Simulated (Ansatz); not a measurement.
Mulliken charges of C$_{2}$HClF$_{2}$Sn (`C#[C][Sn]([F])([F])[Cl]`) from ωB97M-V/def2-TZVPP in Ansatz (PBE0-D4/def2-TZVP geometry).

| atom | x (Å) | y (Å) | z (Å) | charge (e) |
| --- | --- | --- | --- | --- |
| C1 | 1.391 | -1.547 | 0.750 | 0.025 |
| C2 | 0.637 | -0.717 | 0.314 | -0.528 |
| Sn3 | -0.641 | 0.702 | -0.396 | 1.436 |
| F4 | -2.151 | -0.102 | -1.204 | -0.446 |
| F5 | 0.166 | 1.691 | -1.791 | -0.446 |
| Cl6 | -1.402 | 2.191 | 1.149 | -0.275 |
| H7 | 2.060 | -2.286 | 1.132 | 0.235 |

Problem. By hand: the dipole of these point charges (1 e Å = 4.8032 D).

Solution. Σ q r = (0.533, -0.500, 0.570) e Å, of length 0.927 e Å = 4.45 D.

Problem. How does the dipole of the full density compare? (An estimate is asked.)

Solution. The calculation gave: (0.427, -0.399, 0.463) e Å, 3.58 D; the point charges give 1.24 times that, at 0° from its direction.

Point charges leave out the atoms' own dipoles, such as those of lone pairs, and Mulliken's split depends on the basis, so the two needn't agree.
